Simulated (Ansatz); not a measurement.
Li2Cl2. Total charge 0; singlet. Geometry r2SCAN-D4/def2-TZVP.

| atom | x (Å) | y (Å) | z (Å) |
| --- | --- | --- | --- |
| Li1 | -0.246 | 0.855 | -0.945 |
| Li2 | 0.246 | -0.855 | 0.945 |
| Cl3 | 1.611 | -0.293 | -0.685 |
| Cl4 | -1.612 | 0.293 | 0.685 |

B3LYP takes the VWN-RPA correlation. The structure comes from a short search, and lower isomers may exist.

Problem. Estimate the orbital energies around the gap (eV) in Ansatz with PBE-D4/def2-TZVP, B3LYP-D4/6-31G, B3LYP-D4/def2-TZVP, PBE0-D4/def2-SVP, PBE0-D4/def2-TZVP.

Solution. 
```csv
orbital,PBE-D4/def2-TZVP,B3LYP-D4/6-31G,B3LYP-D4/def2-TZVP,PBE0-D4/def2-SVP,PBE0-D4/def2-TZVP
HOMO−9,-50.93,-55.42,-54.66,-54.86,-55.09
HOMO−8,-50.92,-55.41,-54.64,-54.84,-55.07
HOMO−7,-18.64,-20.99,-20.65,-20.90,-21.17
HOMO−6,-18.52,-20.83,-20.53,-20.77,-21.05
HOMO−5,-7.82,-9.15,-8.97,-9.05,-9.29
HOMO−4,-7.33,-8.61,-8.44,-8.53,-8.72
HOMO−3,-7.24,-8.57,-8.35,-8.41,-8.63
HOMO−2,-6.99,-8.25,-8.10,-8.14,-8.38
HOMO−1,-6.88,-8.08,-7.98,-8.03,-8.26
HOMO,-6.64,-7.85,-7.74,-7.72,-8.02
LUMO,-1.32,-1.19,-1.05,-0.70,-0.77
LUMO+1,-0.65,-0.54,-0.39,-0.20,-0.15
LUMO+2,0.33,0.37,0.72,1.47,0.97
LUMO+3,0.79,0.74,1.12,1.78,1.39
LUMO+4,1.25,0.90,1.61,1.95,1.93
LUMO+5,1.31,1.55,1.65,2.27,1.95
```
